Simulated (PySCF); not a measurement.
C2H6AlClS. Atoms are numbered in the order given.

```xyz
11

Al    -0.1194     0.3598     0.3445
Cl     0.8036     2.2354     0.0311
C     -1.3273     0.0635     1.8433
H     -2.3313    -0.2337     1.4960
H     -1.4348     0.9757     2.4509
H     -0.9592    -0.7416     2.5016
S      0.3962    -1.1619    -1.1254
C     -0.5762    -2.6176    -0.5366
H     -1.1481    -2.4012     0.3757
H      0.1184    -3.4440    -0.3334
H     -1.2728    -2.9200    -1.3303
```

Geometry optimised at B3LYP-D3(BJ)/def2-SVP. The structure was generated by enumeration; whether it is a known compound was not checked. The values are those of a single conformer.

All values below come from PySCF with PBE/def2-TZVP.

ESP charges are fitted to the potential on shells at 1.4 to 2.0 van der Waals radii. Atomic charges (e):

```json
[
 {"atom": "Al1", "ESP fit": "0.57", "Löwdin": "-0.50", "Mulliken": "0.44", "meta-Löwdin": "0.72"},
 {"atom": "Cl2", "ESP fit": "-0.25", "Löwdin": "0.29", "Mulliken": "-0.24", "meta-Löwdin": "-0.32"},
 {"atom": "C3", "ESP fit": "-0.44", "Löwdin": "-0.50", "Mulliken": "-0.57", "meta-Löwdin": "-0.65"},
 {"atom": "H4", "ESP fit": "0.11", "Löwdin": "0.15", "Mulliken": "0.15", "meta-Löwdin": "0.14"},
 {"atom": "H5", "ESP fit": "0.09", "Löwdin": "0.15", "Mulliken": "0.16", "meta-Löwdin": "0.14"},
 {"atom": "H6", "ESP fit": "0.11", "Löwdin": "0.15", "Mulliken": "0.15", "meta-Löwdin": "0.14"},
 {"atom": "S7", "ESP fit": "-0.32", "Löwdin": "0.42", "Mulliken": "-0.18", "meta-Löwdin": "-0.19"},
 {"atom": "C8", "ESP fit": "-0.14", "Löwdin": "-0.49", "Mulliken": "-0.33", "meta-Löwdin": "-0.39"},
 {"atom": "H9", "ESP fit": "0.04", "Löwdin": "0.12", "Mulliken": "0.14", "meta-Löwdin": "0.13"},
 {"atom": "H10", "ESP fit": "0.11", "Löwdin": "0.11", "Mulliken": "0.15", "meta-Löwdin": "0.14"},
 {"atom": "H11", "ESP fit": "0.11", "Löwdin": "0.11", "Mulliken": "0.15", "meta-Löwdin": "0.14"}
]
```
